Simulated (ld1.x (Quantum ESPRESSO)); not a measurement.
**Before and after: TM semilocal potential for Pb (Z = 82)**

```
Element                 : Pb (Z = 82)
Generator               : ld1.x (Quantum ESPRESSO) 7.5
Type                    : norm-conserving Troullier–Martins (semilocal form)
Functional              : PBE
Relativity              : scalar-relativistic
Frozen core             : [Xe] 4f14 5d10
Valence charge          : 4
Reference configuration : 6s2 6p2
Partial waves           : 6p (bound): rc 2.70 bohr; 6s (bound): rc 1.70 bohr
Local potential         : the s channel
Core correction         : a·sin(br)/r model core inside 1.55 bohr
```

All-electron outer shells of the reference configuration (PBE, scalar-relativistic, ld1.x):

```json
{"shell": "5p", "level (eV)": "-85.83", "outermost node (bohr)": "0.49", "outermost maximum (bohr)": "0.88"}
{"shell": "5d", "level (eV)": "-21.18", "outermost node (bohr)": "0.52", "outermost maximum (bohr)": "1.07"}
{"shell": "6s", "level (eV)": "-12.04", "outermost node (bohr)": "1.01", "outermost maximum (bohr)": "1.95"}
{"shell": "6p", "level (eV)": "-3.50", "outermost node (bohr)": "1.18", "outermost maximum (bohr)": "2.67"}
```

Change: wave 6s (bound): rc 1.70 bohr becomes 6s (bound): rc 2.28 bohr.

Cutoffs: the cutoffs (Ry, on a coarse ladder) from which the occupation-weighted sum of valence levels, in a spherical-Bessel basis at the reference potential, stays within 10 and 1 mRy of its value at 400 Ry; they do not see the model core or the augmentation charge, which bear on the density cutoff. Errors are all-electron minus pseudo energies relative to the spin-unpolarised reference configuration.

**Question.** Predict the effect on cutoff, ghosts and configuration errors.

**Answer.** The potential gets softer (30 Ry and 80 Ry → 21 Ry and 30 Ry); the errors of the 7 common tests hardly move; neither file shows a bound ghost. A larger radius leaves more room for a smooth pseudo-wave, so fewer plane waves are needed. A semilocal file is local in each channel, so a ghost entry of none says nothing of the separable form that plane-wave codes build from it.

```csv
quantity,base,changed
"cutoff, loose",30 Ry,21 Ry
"cutoff, tight",80 Ry,30 Ry
loose cutoff by channel (10 mRy a level),"p 6 Ry, s 25 Ry","p 6 Ry, s 12 Ry"
bound ghosts,none,none
"error for 6s2 6p1, meV [ΔE 6.58 eV]",-18,-18
"error for 6s2 6p0, meV [ΔE 20.02 eV]",-120,-120
"error for 6s1 6p0, meV [ΔE 52.43 eV]",-608,-612
"error for 6s2 6p2.3, meV [ΔE -0.80 eV]",0.0,0.0
"error for 6s1 6p2, meV [ΔE 16.10 eV]",-89,-89
"error for 6s0 6p4, meV [ΔE 17.83 eV]",-163,-161
"error for 6s1 6p3, meV [ΔE 8.74 eV]",-41,-41
s: phases at 2.97 bohr within 0.05 rad from the reference energy up to (Ry; the scan ends near 5),1.4,1.6
p: phases at 2.97 bohr within 0.05 rad from the reference energy up to (Ry; the scan ends near 5),2.5,2.5
```
